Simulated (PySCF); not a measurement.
# Arsenic: highly charged ions in a basis for the neutral atom

As⁵⁺ [Ar] 3d10, As⁶⁺ [Ar] 3d9. Calculation: PySCF 2.14, in cc-pVDZ-DK; the spin-free X2C one-electron Hamiltonian (Gaussian nucleus). No spin-orbit coupling, so a gap to NIST mixes the basis error with missing relativistic terms.

Changed run: basis of the neutral atom used for a highly charged ion. This setting is unsound on purpose.

```json
{"species": "As⁵⁺", "method": "UHF", "sound run (hartree)": "not run", "changed run (hartree)": "-2252.86891", "converged": "yes"}
{"species": "As⁵⁺", "method": "TPSS", "sound run (hartree)": "not run", "changed run (hartree)": "-2254.32347", "converged": "yes"}
{"species": "As⁵⁺", "method": "M06-L", "sound run (hartree)": "not run", "changed run (hartree)": "-2254.34387", "converged": "yes"}
{"species": "As⁶⁺", "method": "UHF", "sound run (hartree)": "not run", "changed run (hartree)": "-2248.37024", "converged": "yes"}
{"species": "As⁶⁺", "method": "TPSS", "sound run (hartree)": "not run", "changed run (hartree)": "-2249.77547", "converged": "yes"}
{"species": "As⁶⁺", "method": "M06-L", "sound run (hartree)": "not run", "changed run (hartree)": "-2249.78153", "converged": "yes"}
```

Ionisation energy of As⁵⁺:

| method | changed run (eV) | NIST (eV) |
| --- | --- | --- |
| UHF | 122.41 | 121.19 ± 0.06 |
| TPSS | 123.76 | 121.19 ± 0.06 |
| M06-L | 124.15 | 121.19 ± 0.06 |

The contracted functions were made for the neutral atom and can be too rigid for a highly charged ion.
